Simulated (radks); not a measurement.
Gd, 64 electrons, occupied as [Xe] 4f7 5d1 6s2. Calculated with a radial shooting solver on a logarithmic mesh with Libxc functionals: Dirac Kohn-Sham, PBE, spin-unpolarised, spherical densities, finite nucleus; open shells are shared between the two j in proportion to 2j + 1; Fermi nuclear charge, rms radius 5.1569 fm. Some entries of the table are withheld. Estimate them.

orbital,occ.,eigenvalue (hartree),r(max) (bohr)
1s1/2,2,-1839.023,0.01392
2s1/2,2,-303.5030,0.07917
2p1/2,2,-288.2091,0.05981
2p3/2,4,-262.6376,0.06564
3s1/2,2,-67.28378,0.2245
3p1/2,2,(1),0.2117
3p3/2,4,(2),0.2240
3d3/2,4,-43.94788,(3)
3d5/2,6,-42.80508,(4)
4s1/2,2,-13.55279,0.5160
4p1/2,2,(5),0.5203
4p3/2,4,(6),0.5464
4d3/2,4,(7),0.5542
4d5/2,6,(8),0.5626
5s1/2,2,(9),1.197
5p1/2,2,-1.11434,1.303
5p3/2,4,-0.95457,1.379
4f5/2,3,-0.33464,0.5644
4f7/2,4,-0.30688,0.5692
6s1/2,2,-0.15162,(10)
5d3/2,0.4,-0.09907,1.930
5d5/2,0.6,-0.08925,1.983
6p1/2,0,-0.05530,4.371
6p3/2,0,-0.04653,4.654

Answer. 
(1) 3p1/2 eigenvalue (hartree): -60.65169
(2) 3p3/2 eigenvalue (hartree): -55.40608
(3) 3d3/2 r(max) (bohr): 0.1780
(4) 3d5/2 r(max) (bohr): 0.1815
(5) 4p1/2 eigenvalue (hartree): -10.96977
(6) 4p3/2 eigenvalue (hartree): -9.80229
(7) 4d3/2 eigenvalue (hartree): -5.54551
(8) 4d5/2 eigenvalue (hartree): -5.33440
(9) 5s1/2 eigenvalue (hartree): -1.82450
(10) 6s1/2 r(max) (bohr): 3.395
